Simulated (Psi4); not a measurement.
Psi4 input (wB97X-D/6-311+G**):

```
memory 1500 MB

molecule {
0 1
C    -0.55605097    0.18033122    0.03102555
N     0.60071743   -0.32134114   -0.04481058
H    -1.42101256   -0.48252082   -0.00491200
H    -0.76996694    1.24934935    0.13218350
H     1.32226330    0.40057215    0.00024922
symmetry c1
no_reorient
no_com
}

set {
  basis 6-311+G**
  reference rks
  scf_type pk
  dft_radial_points 99
  dft_spherical_points 590
  e_convergence 1e-8
  d_convergence 1e-7
  maxiter 150
}

e = energy('wb97x-d')
print_out(f'\nFINAL {e:.10f} DIPOLE {variable("CURRENT DIPOLE")[0]:.6f} {variable("CURRENT DIPOLE")[1]:.6f} {variable("CURRENT DIPOLE")[2]:.6f}\n')
```

From the output:

```
      39A      1.785916    40A      1.817055    41A      1.830088
      42A      1.959422    43A      2.046234    44A      2.252914
      45A      2.402812    46A      2.473520    47A      2.530759
      48A      2.555666    49A      2.573019    50A      2.673990
      51A      2.752048    52A      2.868981    53A      2.911485
      54A      3.003283    55A      3.297944    56A      3.671656
      57A      3.806730    58A      3.973939    59A      4.371996
      60A      4.952585    61A     24.083918    62A     35.757959

    Final Occupation by Irrep:
              A
    DOCC [     8 ]
    NA   [     8 ]
    NB   [     8 ]

  @RKS Final Energy:   -94.62341436129122

   => Energetics <=

    Nuclear Repulsion Energy =             33.0109250750705598
    One-Electron Energy =                -192.2245044610718310
    Two-Electron Energy =                  73.7787883341359105
    DFT Exchange-Correlation Energy =      -9.1881447130567686
    Empirical Dispersion Energy =          -0.0004785963690903
    VV10 Nonlocal Energy =                  0.0000000000000000
    Total Energy =                        -94.6234143612912248

Computation Completed

Properties will be evaluated at   0.000000,   0.000000,   0.000000 [a0]

Properties computed using the SCF density matrix

 Multipole Moments:

 ------------------------------------------------------------------------------------
     Multipole            Electronic (a.u.)      Nuclear  (a.u.)        Total (a.u.)
 ------------------------------------------------------------------------------------

 L = 1.  Multiply by 2.5417464519 to convert [e a0] to [Debye]
 Dipole X            :         -0.3285396           -0.0000000           -0.3285396
 Dipole Y            :          0.8013029            0.0000000            0.8013030
 Dipole Z            :          0.0803411           -0.0000001            0.0803410
 Magnitude           :                                                    0.8697582

 ------------------------------------------------------------------------------------

FINAL -94.6234143613 DIPOLE -0.328540 0.801303 0.080341

*** Psi4 exiting successfully. Buy a developer a beer!
```

The geometry given is a B3LYP-D3(BJ)/def2-TZVP minimum.
